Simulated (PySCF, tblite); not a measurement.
Isomers of C4H10PSi (doublet state), one GFN2-xTB conformer each. Single-point energies are computed at B3LYP/pcH-1 (PySCF, gas phase, no added dispersion term), electronic only. GFN2-xTB treats the open shell by occupation alone, and not every SCF solution was tested for stability.

```csv
SMILES,GFN2-xTB relative energy (kcal/mol)
P[Si@@H]1C[CH]CC1,6.8
C[C@@H]1C[C@@H]1[SiH]P,0.0
```

Conformers: `[PH2:1][Si@@H:2]1[CH2:3][CH:4][CH2:5][CH2:6]1` (doublet state) with H–P1–Si2–C3 -80° and -173°, P1–Si2–C3–C4 -133°, Si2–C3–C4–C5 43°, C3–C4–C5–C6 -51°, C4–C5–C6–Si2 29°; `[CH3:1][C@@H:2]1[CH2:3][C@@H:4]1[SiH:5][PH2:6]` (doublet state) with C3–C4–Si5–P6 -8°, C4–Si5–P6–H -106° and 161°.

Q: What does B3LYP/pcH-1 give for the same structures?

A: 
```csv
SMILES,B3LYP/pcH-1 E (Eh),B3LYP/pcH-1 (kcal/mol),GFN2-xTB (kcal/mol),point group
P[Si@@H]1C[CH]CC1,-789.27759,0.0,6.8,C1
C[C@@H]1C[C@@H]1[SiH]P,-789.25469,14.4,0.0,C1
```

GFN2-xTB puts C[C@@H]1C[C@@H]1[SiH]P lowest instead. As drawn, the higher has a three-membered ring, which the lower lacks.

Q: What happens when harmonic zero-point energies from GFN2-xTB frequencies are added?

A: 
```csv
SMILES,ZPE (kcal/mol),electronic (kcal/mol),with ZPE (kcal/mol)
P[Si@@H]1C[CH]CC1,76.6,0.0,0.0
C[C@@H]1C[C@@H]1[SiH]P,77.7,14.4,15.5
```

The zero-point energies span 1.1 kcal/mol. The order is unchanged.
